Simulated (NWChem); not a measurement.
# Basis-set convergence for hydrogen telluride (H2Te)

SMILES: [TeH2]
```xyz
3

Te     0.0000     0.0000    -0.0435
H     -1.1788     0.0000     1.1300
H      1.1788     0.0000     1.1300
```
Charge 0, spin multiplicity 1.

Program: NWChem. All single points use one geometry, from PBE0/def2-SVP with def2 effective core potentials on Te, a minimum by its harmonic frequencies.

Quantity: dipole moment at the level PBE0.

Effective core potentials replace the inner electrons of Te; spin-orbit coupling is left out.

```tsv
basis	functions	dipole moment (D)
def2-SVP	36	?
def2-SVPD	51	0.20
def2-TZVP	62	0.21
def2-TZVPD	77	?
def2-TZVPP	78	0.20
def2-QZVP	142	0.18
```

Complete the blanks.


- def2-SVP, dipole moment (D): 0.35
- def2-TZVPD, dipole moment (D): 0.16
